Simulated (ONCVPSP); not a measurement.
Transferability test, ONCV potential for vanadium (V)

ONCVPSP 4.0.1 input, shortened (lines: element, Z, core and valence counts, functional; n l f; lmax; l rc ep ncon nbas qcut; lloc lpopt rc5 dvloc0; l nproj debl; icmod fcfact rcfact), LDA (Perdew-Wang 92), fully relativistic:

```
  V 23.00    3    4  -001012      upf
    1    0    2.00
    2    0    2.00
    2    1    6.00
    3    0    2.00
    3    1    6.00
    3    2    3.00
    4    0    2.00
    2
    0    1.70    0.00    5   10    9.10
    1    1.15    0.00    4    9   14.70
    2    1.90    0.00    3    8    8.50
    4    3    0.70    1.00
    0    2    1.40
    1    1    1.30
    2    2    3.10
    3    3.75    1.10
```

Open shells are filled in proportion to 2j + 1.

Energies are relative to the spin-unpolarised reference configuration 3s2 3p6 3d3 4s2; without spin polarisation the order of configurations can differ from experiment.

Question: Give the all-electron excitation energy and the error of the potential for: 3s2 3p6 3d3 4s1; 3s2 3p6 3d3 4s0; 3s2 3p6 3d2 4s0; 3s2 3p6 3d4 4s1.

Answer:

| valence configuration | charge | ΔE all-electron (eV) | error AE − PS (meV) |
| --- | --- | --- | --- |
| 3s2 3p6 3d3 4s1 | +1 | 7.934 | +1.0 |
| 3s2 3p6 3d3 4s0 | +2 | 22.472 | +4.4 |
| 3s2 3p6 3d2 4s0 | +3 | 51.634 | +77 |
| 3s2 3p6 3d4 4s1 | 0 | 0.535 | +30 |

Levels in the configuration 3s2 3p6 3d4 4s1:

```csv
level,all-electron (eV),pseudo (eV)
3s j=1/2,-66.157,-66.178
3p j=3/2,-40.157,-40.154
3p j=1/2,-40.982,-40.980
3d j=5/2,-2.603,-2.623
3d j=3/2,-2.659,-2.680
4s j=1/2,-4.040,-4.019
```
